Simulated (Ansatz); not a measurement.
`FC[SiH2]S` → `F[SiH2]CS`  (isomerisation)

Gas-phase electronic energies from Ansatz, PBE0-D4/def2-TZVP geometries. CCSD(T)/CBS is the MP2 limit (def2-TZVPP, def2-QZVPP) plus CCSD(T) − MP2 in def2-TZVPP, frozen cores. Functionals use def2-TZVPP. B3LYP here is the variant with VWN-RPA as its local correlation; programs differ in this. HSE06 is defined as in plane-wave codes. One conformer a species, not always the lowest.

`FC[SiH2]S`:

Z-matrix (Å, degrees):
```
C
Si 1 1.892
F 1 1.393 2 109.3
H 1 1.096 2 111.5 3 -119.5
H 1 1.095 2 111.3 3 119.5
S 2 2.132 1 110.6 3 -60.8
H 2 1.485 1 109.2 3 -177.2
H 2 1.485 1 108.7 3 62.3
H 6 1.345 2 93.4 1 56.7
```

`F[SiH2]CS`:

```xyz
9

F     0.654   -0.953   -1.583
Si   -0.437   -0.884   -0.411
C    -0.268    0.767    0.436
S     1.424    1.019    1.038
H    -1.771   -1.035   -1.046
H    -0.166   -1.988    0.538
H    -0.903    0.770    1.327
H    -0.589    1.599   -0.195
H     2.056    0.705   -0.105
```

| level | ΔE (kJ/mol) | difference from CCSD(T)/CBS |
| --- | --- | --- |
| LDA (SPW92) | -120.8 | 15.2 |
| PBE-D4 | -116.3 | 19.7 |
| revPBE-D4 | -116.4 | 19.6 |
| r2SCAN-D4 | -126.4 | 9.6 |
| B97M-V | -127.5 | 8.5 |
| PBE0-D4 | -121.8 | 14.2 |
| B3LYP-D4 | -126.3 | 9.7 |
| r2SCANh-D4 | -127.8 | 8.2 |
| r2SCAN0-D4 | -129.8 | 6.2 |
| HSE06-D4 | -121.5 | 14.5 |
| BHLYP-D4 | -132.2 | 3.8 |
| CAM-B3LYP-D4 | -129.4 | 6.6 |
| ωB97X-V | -125.7 | 10.3 |
| ωB97M-V | -129.1 | 6.9 |
| B2PLYP | -131.9 | 4.1 |
| PBE-QIDH | -132.1 | 3.9 |
| PBE | -115.7 | 20.3 |
| revPBE | -112.9 | 23.1 |
| r2SCAN | -126.4 | 9.6 |
| PBE0 | -121.4 | 14.6 |
| B3LYP | -125.2 | 10.8 |
| r2SCANh | -127.7 | 8.3 |
| r2SCAN0 | -129.7 | 6.3 |
| HSE06 | -121.1 | 14.9 |
| CAM-B3LYP | -129.0 | 7.0 |
| LC-ωPBE | -125.7 | 10.3 |
| RPA@PBE/def2-TZVPP | -128.9 | 7.1 |
| HF/def2-SVP | -112.6 | 23.4 |
| MP2/def2-SVP | -126.9 | 9.1 |
| CCSD/def2-SVP | -118.1 | 17.9 |
| CCSD(T)/def2-SVP | -117.7 | 18.3 |
| MP2/def2-TZVPP | -141.9 | -5.9 |
| SCS-MP2/def2-TZVPP | -139.0 | -3.0 |
| CCSD/def2-TZVPP | -133.9 | 2.1 |
| HF/def2-QZVPP | -135.3 | 0.7 |
| MP2/def2-QZVPP | -144.4 | -8.4 |
| SCS-MP2/def2-QZVPP | -141.4 | -5.4 |
| HF/CBS(def2) | -135.6 | 0.4 |
| MP2/CBS(def2) | -144.7 | -8.7 |
| CCSD/CBS(def2) | -136.8 | -0.8 |
| CCSD(T)/CBS | -136.0 | 0 |

**Question.** What do rigid-rotor, harmonic-oscillator terms from PBE0-D4/def2-TZVP frequencies (298.15 K, 1 bar) make of the CCSD(T)/CBS value? (Best estimate.)

**Answer.** The calculation gave: ΔZPE = +1.2 kJ/mol, ΔH = -135.6 kJ/mol, ΔS = -8 J/(mol·K), ΔG = -133.3 kJ/mol.

Largest T1 diagnostic among the species: 0.011.

At CCSD(T), def2-SVP lies +18.3 kJ/mol from the extrapolated value and def2-TZVPP +2.9 kJ/mol. Leaving LDA and LC-ωPBE aside and taking each functional with its dispersion term where it has one, the values spread over 15.9 kJ/mol, from BHLYP-D4 to PBE-D4. LDA lies −5.1 kJ/mol from PBE without D4.
